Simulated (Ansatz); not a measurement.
The multiplicity is imposed and other spin states were not computed.

All values below come from PBE-D3(BJ)/def2-SVP (Ansatz, a quantum-chemistry and plane-wave program). No frequencies were computed at this level.

Ansatz 0.2 input:
```yaml
crystal:
  periodic: [false, false, false]
  atoms:
    - { symbol: Zn, position_ang: [0.66826, -0.009287, -0.06472] }
    - { symbol: O, position_ang: [-0.471188, 0.018395, -1.380893] }
    - { symbol: H, position_ang: [-0.30297, 0.254723, -2.28949] }
    - { symbol: N, position_ang: [0.482023, -0.304932, 1.778446] }
    - { symbol: C, position_ang: [1.553172, -0.124786, 2.731919] }
    - { symbol: C, position_ang: [-0.229924, -1.540054, 2.034099] }
    - { symbol: H, position_ang: [1.115113, -0.076654, 3.734876] }
    - { symbol: H, position_ang: [2.284497, -0.945912, 2.725336] }
    - { symbol: H, position_ang: [2.070887, 0.8116, 2.538411] }
    - { symbol: H, position_ang: [0.42754, -2.422242, 2.053768] }
    - { symbol: H, position_ang: [-0.713829, -1.4621, 3.013732] }
    - { symbol: H, position_ang: [-1.005061, -1.684205, 1.281733] }
basis:
  gaussian: { orbitals: def2-svp }
hamiltonian:
  xc: pbe
  dispersion: d3bj
relax:
  max_steps: 150
```

Output:

```
Functional definition: PBE
1395 factors; their error is unknown
mean field evaluation 1: about -54097.3869 eV, gradient 1.0e2 eV
mean field evaluation 2: about -53958.3065 eV, gradient 2.4e2 eV
mean field evaluation 4: about -54117.2516 eV, gradient 2.9e1 eV
mean field evaluation 8: about -54118.7886 eV, gradient 3.8e-1 eV
mean field evaluation 16: about -54118.7177 eV, gradient 2.5e-4 eV
mean field -54118.71771259 eV, -1988.8261929534 hartree, gradient 2.5e-5 eV, S^2 0.000000; 0 other end points of the search recorded, 0 dependent functions left out
reference -54118.71775678 eV, -1988.8261945773 hartree; 32, 32 occupied and 90, 90 virtual orbitals, 1395 factors
relax step   1: F+E_penalty+E_count = -54118.94719702 eV  Δ(F+E_penalty+E_count) = +0.000e0 eV  max|allowed force component| = 1.312e0 eV/Å  Δτ_max = 0.0000 Å  (30 SCF iters, accepted)
these checks for a lower state are left out or cut short: starts, cluster_reference, orbital_swaps, neighbouring_geometries, increment
1395 factors; their error is unknown
mean field -54118.96417917 eV, -1988.8352504330 hartree, gradient 1.7e-5 eV, S^2 0.000000; 0 other end points of the search recorded, 0 dependent functions left out
reference -54118.96422376 eV, -1988.8352520717 hartree; 32, 32 occupied and 90, 90 virtual orbitals, 1395 factors
relax step   2: F+E_penalty+E_count = -54119.18929345 eV  Δ(F+E_penalty+E_count) = -2.421e-1 eV  max|allowed force component| = 7.070e-1 eV/Å  Δτ_max = 0.1922 Å  (31 SCF iters, accepted)
these checks for a lower state are left out or cut short: starts, cluster_reference, orbital_swaps, neighbouring_geometries, increment
1395 factors; their error is unknown
mean field evaluation 32: about -54119.0460 eV, gradient 2.4e-3 eV
mean field -54119.04597728 eV, -1988.8382564583 hartree, gradient 1.3e-5 eV, S^2 0.000000; 0 other end points of the search recorded, 0 dependent functions left out
reference -54119.04602237 eV, -1988.8382581153 hartree; 32, 32 occupied and 90, 90 virtual orbitals, 1395 factors
relax step   3: F+E_penalty+E_count = -54119.26845668 eV  Δ(F+E_penalty+E_count) = -7.916e-2 eV  max|allowed force component| = 1.805e0 eV/Å  Δτ_max = 0.1938 Å  (38 SCF iters, accepted)
these checks for a lower state are left out or cut short: starts, cluster_reference, orbital_swaps, neighbouring_geometries, increment
1395 factors; their error is unknown
mean field -54119.18144195 eV, -1988.8432346931 hartree, gradient 1.4e-5 eV, S^2 0.000000; 0 other end points of the search recorded, 0 dependent functions left out
reference -54119.18148721 eV, -1988.8432363564 hartree; 32, 32 occupied and 90, 90 virtual orbitals, 1395 factors
relax step   4: F+E_penalty+E_count = -54119.40363613 eV  Δ(F+E_penalty+E_count) = -1.352e-1 eV  max|allowed force component| = 1.882e-1 eV/Å  Δτ_max = 0.2000 Å  (30 SCF iters, accepted)
these checks for a lower state are left out or cut short: starts, cluster_reference, orbital_swaps, neighbouring_geometries, increment
1395 factors; their error is unknown
mean field -54119.19647941 eV, -1988.8437873095 hartree, gradient 1.1e-5 eV, S^2 0.000000; 0 other end points of the search recorded, 0 dependent functions left out
reference -54119.19652467 eV, -1988.8437889725 hartree; 32, 32 occupied and 90, 90 virtual orbitals, 1395 factors
relax step   5: F+E_penalty+E_count = -54119.41922080 eV  Δ(F+E_penalty+E_count) = -1.558e-2 eV  max|allowed force component| = 1.853e-1 eV/Å  Δτ_max = 0.2000 Å  (38 SCF iters, accepted)
these checks for a lower state are left out or cut short: starts, cluster_reference, orbital_swaps, neighbouring_geometries, increment
1395 factors; their error is unknown
mean field -54119.19775253 eV, -1988.8438340957 hartree, gradient 1.0e-5 eV, S^2 0.000000; 0 other end points of the search recorded, 0 dependent functions left out
reference -54119.19779775 eV, -1988.8438357576 hartree; 32, 32 occupied and 90, 90 virtual orbitals, 1395 factors
relax step   6: F+E_penalty+E_count = -54119.42102223 eV  Δ(F+E_penalty+E_count) = -1.801e-3 eV  max|allowed force component| = 4.287e-1 eV/Å  Δτ_max = 0.0193 Å  (32 SCF iters, accepted)
these checks for a lower state are left out or cut short: starts, cluster_reference, orbital_swaps, neighbouring_geometries, increment
1395 factors; their error is unknown
mean field -54119.20548679 eV, -1988.8441183245 hartree, gradient 1.5e-5 eV, S^2 0.000000; 0 other end points of the search recorded, 0 dependent functions left out
reference -54119.20553224 eV, -1988.8441199949 hartree; 32, 32 occupied and 90, 90 virtual orbitals, 1395 factors
relax step   7: F+E_penalty+E_count = -54119.42772181 eV  Δ(F+E_penalty+E_count) = -6.700e-3 eV  max|allowed force component| = 6.279e-1 eV/Å  Δτ_max = 0.1951 Å  (31 SCF iters, accepted)
these checks for a lower state are left out or cut short: starts, cluster_reference, orbital_swaps, neighbouring_geometries, increment
1395 factors; their error is unknown
mean field evaluation 64: about -54119.1454 eV, gradient 6.5e0 eV
mean field -54119.21861691 eV, -1988.8446008474 hartree, gradient 1.3e-5 eV, S^2 0.000000; 0 other end points of the search recorded, 0 dependent functions left out
reference -54119.21866223 eV, -1988.8446025132 hartree; 32, 32 occupied and 90, 90 virtual orbitals, 1395 factors
relax step   8: F+E_penalty+E_count = -54119.44126596 eV  Δ(F+E_penalty+E_count) = -1.354e-2 eV  max|allowed force component| = 6.313e-2 eV/Å  Δτ_max = 0.1087 Å  (30 SCF iters, accepted)
these checks for a lower state are left out or cut short: starts, cluster_reference, orbital_swaps, neighbouring_geometries, increment
1395 factors; their error is unknown
mean field -54119.21902866 eV, -1988.8446159789 hartree, gradient 1.0e-5 eV, S^2 0.000000; 0 other end points of the search recorded, 0 dependent functions left out
reference -54119.21907400 eV, -1988.8446176452 hartree; 32, 32 occupied and 90, 90 virtual orbitals, 1395 factors
relax step   9: F+E_penalty+E_count = -54119.44169450 eV  Δ(F+E_penalty+E_count) = -4.285e-4 eV  max|allowed force component| = 5.593e-3 eV/Å  Δτ_max = 0.0311 Å  (32 SCF iters, accepted)
these checks for a lower state are left out or cut short: starts, cluster_reference, orbital_swaps, neighbouring_geometries, increment
1395 factors; their error is unknown
mean field -54119.21907460 eV, -1988.8446176672 hartree, gradient 1.0e-5 eV, S^2 0.000000; 0 other end points of the search recorded, 0 dependent functions left out
reference -54119.21911994 eV, -1988.8446193336 hartree; 32, 32 occupied and 90, 90 virtual orbitals, 1395 factors
relax step  10: F+E_penalty+E_count = -54119.44173413 eV  Δ(F+E_penalty+E_count) = -3.963e-5 eV  max|allowed force component| = 2.737e-2 eV/Å  Δτ_max = 0.0222 Å  (32 SCF iters, accepted)
these checks for a lower state are left out or cut short: starts, cluster_reference, orbital_swaps, neighbouring_geometries, increment
1395 factors; their error is unknown
mean field -54119.21850014 eV, -1988.8445965562 hartree, gradient 1.0e-5 eV, S^2 0.000000; 0 other end points of the search recorded, 0 dependent functions left out
reference -54119.21854546 eV, -1988.8445982218 hartree; 32, 32 occupied and 90, 90 virtual orbitals, 1395 factors
relax step  11: F+E_penalty+E_count = -54119.44115670 eV  Δ(F+E_penalty+E_count) = +5.774e-4 eV  max|allowed force component| = 1.533e-1 eV/Å  Δτ_max = 0.0043 Å  (33 SCF iters, rejected (line search))
these checks for a lower state are left out or cut short: starts, cluster_reference, orbital_swaps, neighbouring_geometries, increment
1395 factors; their error is unknown
mean field evaluation 96: about -54119.2191 eV, gradient 1.4e-5 eV
mean field -54119.21909789 eV, -1988.8446185231 hartree, gradient 1.4e-5 eV, S^2 0.000000; 0 other end points of the search recorded, 0 dependent functions left out
reference -54119.21914323 eV, -1988.8446201893 hartree; 32, 32 occupied and 90, 90 virtual orbitals, 1395 factors
relax step  12: F+E_penalty+E_count = -54119.44175221 eV  Δ(F+E_penalty+E_count) = -1.808e-5 eV  max|allowed force component| = 2.420e-3 eV/Å  Δτ_max = 0.0021 Å  (24 SCF iters, accepted)
1395 factors; their error is unknown
mean field -54119.21909789 eV, -1988.8446185231 hartree, gradient 1.4e-5 eV, S^2 0.000000; 1 other end points of the search recorded, 0 dependent functions left out
reference -54119.21914323 eV, -1988.8446201893 hartree; 32, 32 occupied and 90, 90 virtual orbitals, 1395 factors
Total energy: -54119.44179755 eV, -1988.8528025849 hartree
Atom 0 at     0.159793    -0.000552     0.013083 Å, force    -0.000887    -0.000575     0.000572 eV/Å
Atom 1 at    -0.222102     0.699412    -1.581283 Å, force    -0.000915     0.000614    -0.002155 eV/Å
Atom 2 at     0.284654     0.264836    -2.291819 Å, force     0.000233    -0.000130     0.001628 eV/Å
Atom 3 at     0.347007    -0.510119     1.751562 Å, force     0.002420     0.000393     0.000123 eV/Å
Atom 4 at     1.495525    -0.101642     2.527351 Å, force    -0.001494     0.000011     0.000462 eV/Å
Atom 5 at    -0.272706    -1.717936     2.246216 Å, force    -0.001018     0.000760    -0.000035 eV/Å
Atom 6 at     1.214784     0.080163     3.595841 Å, force    -0.000114    -0.000086    -0.000308 eV/Å
Atom 7 at     2.325758    -0.857650     2.550362 Å, force     0.000610    -0.000622     0.000126 eV/Å
Atom 8 at     1.926150     0.847131     2.144057 Å, force     0.000369    -0.000121    -0.000001 eV/Å
Atom 9 at     0.403703    -2.614526     2.243960 Å, force     0.000455    -0.000202     0.000225 eV/Å
Atom 10 at    -0.611870    -1.590700     3.305609 Å, force    -0.000211     0.000094    -0.000497 eV/Å
Atom 11 at    -1.172177    -1.983872     1.652278 Å, force     0.000553    -0.000137    -0.000140 eV/Å
Dipole moment:     0.246643    -0.266159    -0.032387 e Å
```

Cost: very roughly 27 core-seconds.
